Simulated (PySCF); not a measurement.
# Working out the ionisation energy of As

As [Ar] 3d10 4s2 4p3 (4S) → As⁺ [Ar] 3d10 4s2 4p2 (3P). All numbers are calculated (PySCF 2.14, the spin-free X2C one-electron Hamiltonian (Gaussian nucleus), in x2c-TZVPall). Frozen: [Ar] 3d10. Energies in hartree (1 hartree = 27.21139 eV):

| part | As (lower) | As⁺ (upper) |
| --- | --- | --- |
| UHF | -2259.010127 | -2258.663367 |
| CCSD correlation | -0.084020 | -0.067720 |
| (T) | -0.002696 | -0.001576 |

Question: What does Hartree-Fock give?

Answer: (-2258.663367) − (-2259.010127) = 0.346760 hartree = 9.436 eV.

Question: What do CCSD and CCSD(T) give?

Answer: The CCSD correlation energies differ by 0.016300 hartree = 0.444 eV and the triples by 0.001120 hartree = 0.030 eV, so CCSD gives 9.880 eV and CCSD(T) 9.910 eV.

Measured between the centres of the two terms (NIST): 10.008 eV, so CCSD(T) (valence) is off by -0.098 eV.

What remains against the reference includes basis incompleteness, the frozen core and higher excitations.
